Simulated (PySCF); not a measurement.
# Name the molecule from its bond curve

A diatomic of charge 0 contains Ga. Its triplet curve at PBE0 in a double-zeta basis (no relativity, PySCF), in eV from the separated fragments:

(R (Å), E (eV)): (1.921, -1.530), (2.011, -1.805), (2.100, -1.956), (2.167, -2.010), (2.234, -2.024), (2.301, -2.009), (2.390, -1.953), (2.502, -1.846), (2.636, -1.684), (2.815, -1.445)

The fit gives ωe = 440 cm⁻¹ and the rotational constant Bₑ = 0.3571 cm⁻¹.

Question: Which atom is the partner?

Answer: The minimum lies at 2.230 Å, so the reduced mass is 16.8576 u Å² cm⁻¹/(Bₑ·Re²) = 9.493 u. With Ga at 68.93 u the partner weighs about 11.0 u: B. The molecule is GaB.

Spin–orbit coupling is left out. The state was picked by a PBE0 search and need not be the measured ground state.
